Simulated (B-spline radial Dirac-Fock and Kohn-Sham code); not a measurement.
# Magnetic form factor of the 4d shell of Hg³⁹⁺

System: mercury as Hg³⁹⁺, [Kr] 4d5.

Method: Dirac-Fock densities. Computed with an atomic code on a B-spline grid. ⟨j_K⟩ is the integral of the 4d radial density with the spherical Bessel function j_K(4πsr), s = sin θ/λ.

```
s (Å⁻¹)    ⟨j0⟩    ⟨j2⟩    ⟨j4⟩
      0  1.0000  0.0000  0.0000
   0.04  0.9980  0.0008  0.0000
   0.05  0.9969  0.0012  0.0000
   0.06  0.9956  0.0018  0.0000
   0.07  0.9940  0.0024  0.0000
   0.09  0.9901  0.0040  0.0000
   0.12  0.9825  0.0070  0.0000
   0.15  0.9727  0.0109  0.0000
    0.2  0.9519  0.0191  0.0001
   0.25  0.9258  0.0293  0.0003
   0.32  0.8810  0.0465  0.0008
   0.41  0.8113  0.0726  0.0021
   0.52  0.7122  0.1079  0.0052
   0.67  0.5639  0.1563  0.0127
   0.85  0.3871  0.2041  0.0278
   1.09  0.1897  0.2354  0.0564
   1.39  0.0399  0.2166  0.0958
```

Radial moments of the shell: ⟨r²⟩ = 0.1666, ⟨r⁴⟩ = 0.04059, ⟨r⁶⟩ = 0.01304 in powers of bohr.
